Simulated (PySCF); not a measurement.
Computed shifts of a molecule C3H5BO2, PySCF with B3LYP/pcSseg-1, GIAO, gas phase, equivalent atoms averaged, in ppm (number of nuclei): ¹³C: 244.2 (1), 159.2 (1), 141.3 (1). ¹H: 11.53 (1), 7.53 (1), 7.28 (1), 7.15 (1), 6.88 (1). References: ¹³C against TMS (σ = 181.3 ppm); ¹¹B against BF3 (σ = 86.3 ppm); ¹⁷O against H2O (σ = 333.8 ppm); ¹H against TMS (σ = 31.68 ppm), references at their B3LYP-D3(BJ)/def2-TZVP geometries, non-relativistic. Geometry optimised at r2SCAN-D4/def2-SVP. Other conformers were not sampled.

Task: Which structure fits?
A. O=C1CCB1O
B. C=CB(O)C=O
C. COB1C=CO1
D. C=C1CB(O)O1

Result: B, C=CB(O)C=O
